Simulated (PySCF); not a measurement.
A calculated (TPSSh, PySCF 2.14, aug-cc-pwCVTZ-X2C with one added diffuse shell each of s, p, d, f type, the spin-free X2C one-electron Hamiltonian (Gaussian nucleus)) atom or ion has these occupied shells.

```csv
shell,electrons,orbital energy (eV),"rms radius, mean of both spins (bohr)"
1s,2,-15068.6,0.0464
2s,2,-2026.9,0.193
2p,6,-1795.8,0.171
3s,2,-310.08,0.546
3p,6,-235.43,0.560
3d,10,-112.32,0.582
4s,2,-39.126,1.56
4p,6,-22.500,1.84
```

Task: Name the element and its charge.

Result: Rb⁺ (rubidium, charge +1), in [Kr], closed-shell 1S.
